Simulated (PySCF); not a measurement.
Species: SiF₄.
InChI=1S/F4Si/c1-5(2,3)4

Method: PySCF, PBE0-D3(BJ)/def2-SVP geometry optimisation, gas phase.

Masses are those of the commonest isotopes; rigid-rotor values at the optimised geometry. 

(1) What are A, B and C (MHz)?

(2) What kind of rotor is it?

## Answers

(1) Ia = 127.34, Ib = 127.37, Ic = 127.49 u·Å²; 505379 MHz·u·Å²/I gives A = 3969, B = 3968, C = 3964 MHz.

(2) A spherical top, as the point group Td requires three equal moments; the computed ones differ by 0.11 % because the geometry is symmetric only within the optimiser's tolerance.

The point group Td allows no dipole (computed: 0.01 D), so a rigid rotor has no electric-dipole lines.

No PBE0-D3(BJ)/def2-SVP frequencies stand behind this structure, so it isn't proved a minimum. Constants of a rigid frame at the computed geometry: no zero-point averaging, no centrifugal distortion.

On one thread of an Arm Neoverse N1, no GPU, shared host with 64 logical CPUs at a one-minute load of 62, this took 26 s of wall time and 0.30 GiB of memory at its peak. These figures are those of the optimisation.
